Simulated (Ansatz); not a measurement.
Relaxation of ClH2NSn (5 atoms, charge 0, multiplicity 1), to a largest force component of 0.015 eV/Å in at most 40 steps.

All numbers below come from Ansatz 0.2.0, RKS revPBE-D4/def2-SVP.

```xyz
5
Properties=species:S:1:pos:R:3:forces:R:3
N -0.833 0.529 -0.276 0.96 2.28 -1.94
Sn -0.142 -0.632 1.210 -1.16 -0.76 2.35
Cl 1.997 -1.343 0.621 1.56 -0.41 -0.63
H -0.127 1.368 -0.411 -1.47 -1.68 -0.08
H -0.846 0.004 -1.185 0.10 0.56 0.30
```

Question: Where does it end, and by what steps?

Answer: It converged. After 16 steps the energy has fallen by 0.822 eV; H5 moved furthest, 0.98 Å.

| step | energy less start (eV) | largest force component (eV/Å) | accepted |
| --- | --- | --- | --- |
| 0 | 0.0000 | 2.349 | yes |
| 1 | -0.2969 | 0.731 | yes |
| 2 | -0.3283 | 0.143 | yes |
| 3 | -0.3304 | 0.040 | yes |
| 4 | -0.3328 | 0.053 | yes |
| 5 | -0.3404 | 0.089 | yes |
| 6 | -0.3691 | 0.348 | yes |
| 7 | -0.4340 | 0.648 | yes |
| 8 | -0.5028 | 1.278 | yes |
| 9 | -0.6189 | 1.243 | yes |
| 10 | -0.7554 | 0.701 | yes |
| 11 | -0.7913 | 1.072 | yes |
| 12 | -0.8193 | 0.106 | yes |
| 13 | -0.8216 | 0.071 | yes |
| 14 | -0.8221 | 0.035 | yes |
| 15 | -0.8223 | 0.016 | yes |
| 16 | -0.8224 | 0.012 | yes |

```xyz
5
Properties=species:S:1:pos:R:3
N -0.559 0.349 -0.413
Sn -0.296 -1.063 1.058
Cl 2.133 -0.851 0.968
H 0.230 0.825 -0.864
H -1.458 0.667 -0.790
```

Whether the end is a true minimum wasn't checked by a vibrational analysis.

Run time: 28 s on 1 CPU thread of a shared host.
